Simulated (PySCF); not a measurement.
Compound: C6H12O2 (charge +1 and doublet state).
Z-matrix (Å and degrees, GFN2-xTB geometry), rows numbered from 1:
```
C 
C   1  1.3513
C   2  1.4743  1  123.38
C   2  1.4924  1  119.34  3   179.98
O   4  1.3944  2  111.55  1  -179.07
C   5  1.3879  4  117.47  2   179.28
O   6  1.3770  5  111.64  4     2.56
C   7  1.4135  6  116.13  5   178.75
H   1  1.0774  2  122.27  3   179.81
H   1  1.0767  2  121.02  3    -0.28
H   3  1.0919  2  109.89  1   123.19
H   3  1.0921  2  109.78  1  -121.76
H   3  1.0851  2  112.03  1     0.56
H   4  1.1063  2  110.16  1    58.05
H   4  1.1058  2  110.27  1   -56.01
H   6  1.1109  5  107.47  4   125.75
H   6  1.1120  5  107.63  4  -120.31
H   8  1.0876  7  105.92  6  -179.24
H   8  1.0939  7  111.18  6    61.69
H   8  1.0937  7  111.30  6   -59.97
```

The hyperfine couplings belong to this conformer and change with its torsions.

The species is `[CH2+][C](C)COCOC` [radical] (charge +1).

Level of theory: UKS B3LYP, pcH-1 on C H O, non-relativistic, mean-field spin-orbit, GIAO (PySCF). One conformer (not necessarily the lowest) at the GFN2-xTB geometry, without solvent, vibrations or thermal averaging. Couplings are sensitive to structure, and on GFN2-xTB geometries they can be far from those on DFT ones, by a factor of two or more for some ions and for spin on atoms past the first row. Stability of the SCF solution: not tested.

**Question.** Where do the isotropic ENDOR lines of H14/H15, H16/H17, H11/H12/H13, H10, H9 and H18/H19/H20 fall at 332.9 mT, to first order?

**Answer.** For S = 1/2 in fast tumbling each set of equivalent nuclei gives two lines, ν± = |νn ± a/2| to first order, with νn = g_N μN B/h and μN/h = 7.62259 MHz/T.

```
     nuclei  isotope     g_N  νn (MHz)  a_iso (MHz)  lower line (MHz)  upper line (MHz)
    H14/H15       1H  5.5857     14.17       178.47             75.06            103.41
    H16/H17       1H  5.5857     14.17       126.33             48.99             77.34
H11/H12/H13       1H  5.5857     14.17        30.84              1.25             29.60
        H10       1H  5.5857     14.17       -25.28              1.53             26.82
         H9       1H  5.5857     14.17       -24.48              1.93             26.42
H18/H19/H20       1H  5.5857     14.17        11.10              8.62             19.72
```

**Question.** Which pairs are centred on the nuclear Larmor frequency, and which on half the coupling?

**Answer.** Centred on νn, since |a| < 2νn: H10, H9 and H18/H19/H20. Centred on |a|/2 and split by 2νn: H14/H15, H16/H17 and H11/H12/H13.

**Question.** At what field would the lower line of H18/H19/H20 fall to zero frequency?

**Answer.** Where νn = |a|/2, that is B = 5.55 MHz/(5.5857 × 7.62259 MHz/T) = 130 mT, as far as first order holds there.

Nuclei that the bonding pattern makes equivalent are averaged, as if the motion that swaps them (rotation, inversion, ring flip) were fast. H9 and H10 aren't averaged: C1 is flat or nearly so (angle sum 360°), and its turn about the short C1–C2 bond (1.35 Å) is taken as slow. The three 1H nuclei of mean +30.8 MHz run from -1.3 to 48.0 MHz in the frozen geometry. The three 1H nuclei of mean +11.1 MHz run from -0.1 to 17.5 MHz in the frozen geometry.

Largest spin populations (Mulliken): C1 (+0.40), O5 (+0.20), O7 (+0.11) and C2 (+0.08).

Hardware: one thread, Arm Neoverse V2 (aarch64), no GPU, on a shared host. Cost: 1.8 min of wall time (with the writing of density and orbital grids), 1.1 GiB resident at most.

The SMILES draws the unpaired electron on C2; the largest computed Mulliken spin population is on C1 (0.40 against 0.08).
